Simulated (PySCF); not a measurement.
EPR parameters of C3H9O2SSi

C3H9O2SSi (doublet state).
Structure used (GFN2-xTB), in Å, numbered top down from 1:
```
atom  x, y, z in Å
C1    -2.1678   -1.1356    0.4965
Si2   -0.8417    0.1198    1.0211
C3    -0.8944    1.7399    0.0177
S4     0.9885   -0.8154    0.1013
C5     2.5436    0.1179    0.4105
O6     1.1861   -2.1548    0.6203
O7     0.6927   -0.6927   -1.3193
H8    -1.9277   -2.1225    0.8869
H9    -2.1738   -1.2079   -0.5915
H10   -3.1693   -0.8752    0.8281
H11   -0.1695    2.4734    0.3649
H12   -0.6645    1.5069   -1.0219
H13   -1.8722    2.2121    0.0510
H14    2.3922    1.1300    0.0596
H15    2.7358    0.0842    1.4747
H16    3.3343   -0.3710   -0.1438
```

The hyperfine couplings belong to this conformer and change with its torsions.

Identity: `C[Si](C)S(C)(=O)=O` [radical].

Computed with UKS B3LYP, pcH-1 on C H O S Si, non-relativistic, mean-field spin-orbit, GIAO (PySCF 2.14.0). The structure is a single GFN2-xTB conformer in the gas phase; no vibrational or solvent corrections. Couplings are sensitive to structure, and on GFN2-xTB geometries they can be far from those on DFT ones, by a factor of two or more for some ions and for spin on atoms past the first row. No stability test was run, so a lower SCF solution isn't excluded.

| Quantity | Value |
| --- | --- |
| g1, g2, g3 | 2.00151, 2.00244, 2.00450 |
| g_iso | 2.00282 |
| Form of g | rhombic: the two nearest values differ by 31 % of g3 − g1 |
| ⟨S²⟩ | 0.7516 (exact 0.7500) |
| HOMO–LUMO gap, α and β orbitals | 5.93, 3.71 eV |

Hyperfine couplings atom by atom, in mT; T1 to T3 are the principal values of the dipolar part (MHz turned into mT with g_iso):

```tsv
atom	isotope	a_iso	of which spin–orbit	T1	T2	T3	Mulliken spin population
C1	13C	1.29	0.00	-0.21	-0.20	0.40	0.02
Si2	29Si	-18.09	0.04	-5.68	2.82	2.86	0.83
C3	13C	1.34	0.00	-0.21	-0.19	0.40	0.02
S4	33S	0.94	0.00	-0.14	-0.12	0.26	0.01
C5	13C	0.02	0.00	-0.04	-0.01	0.05	0.01
O6	17O	0.02	0.00	-0.15	0.06	0.08	0.01
O7	17O	-0.19	0.00	-0.88	0.43	0.45	0.07
H8	1H	-0.10	0.00	-0.16	-0.08	0.24	0.00
H9	1H	1.89	0.00	-0.16	0.02	0.14	0.03
H10	1H	-0.05	0.00	-0.16	-0.08	0.25	0.00
H11	1H	0.06	0.00	-0.17	-0.09	0.26	0.00
H12	1H	1.68	0.00	-0.16	0.03	0.14	0.02
H13	1H	-0.13	0.00	-0.16	-0.06	0.22	0.00
H14	1H	-0.01	0.00	-0.04	-0.04	0.08	0.00
H15	1H	0.02	0.00	-0.06	-0.04	0.10	0.00
H16	1H	-0.04	0.00	-0.04	-0.02	0.07	0.00
```

The largest Mulliken spin populations are on Si2 (+0.83) and O7 (+0.07). Si2 is the only atom above +0.15. The angles at Si2 add up to 313.0°, so it is pyramidal.

Under fast tumbling the dipolar parts average out, and these isotropic splittings remain: 6 × 1H (H8 (×6), I = 1/2, 7 lines) with 0.56 mT.

Class means assume fast exchange of nuclei equivalent by connectivity; if that motion is slow, each nucleus keeps its own coupling. The six 1H nuclei of mean +15.6 MHz run from -3.7 to 53.0 MHz in the frozen geometry.

The 13C coupling of C1/C3 (mean 36.8 MHz) shows only in satellite lines or after enrichment, since that isotope makes up about 1.07 % of natural carbon.

The 29Si coupling of Si2 (-507.0 MHz) shows only in satellite lines or after enrichment, since that isotope makes up about 4.7 % of natural silicon.
